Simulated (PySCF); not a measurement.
## Cl: excitation energy

Cl [Ne] 3s2 3p5 (2P) → Cl [Ne] 3s1 3p6 (2S), as a difference of total energies. Calculation: PySCF 2.14, in x2c-QZVPPall with one added diffuse shell each of s, p, d, f type (10s7p5d3f1g, 86 functions); the spin-free X2C one-electron Hamiltonian (Gaussian nucleus). Correlated levels: valence: [Ne] frozen; valence and next inner shell: 1s2 frozen. The calculations carry no spin-orbit coupling.

```csv
method,excitation energy (cm⁻¹)
UHF,125670
LDA,96280
PBE,98197
PBE0,105160
r2SCAN,104390
M06,105130
LC-wPBE,106930
B2PLYP,104240
BHandHLYP,111670
ROHF,125880
MP2 (valence),105740
SCS-MP2 (valence),103750
MP2 (valence and next inner shell),105040
SCS-MP2 (valence and next inner shell),103170
```

Errors of the correlated levels include the incompleteness of this basis and the frozen core.

The upper state lies above the first ionisation limit, where it may autoionise and the basis confines it.

Every method misses the reference by a wide margin, which points to the basis or the choice of state and not to the methods.

For comparison: 85385 cm⁻¹ (measured; NIST levels, between the centres of gravity of the two terms).
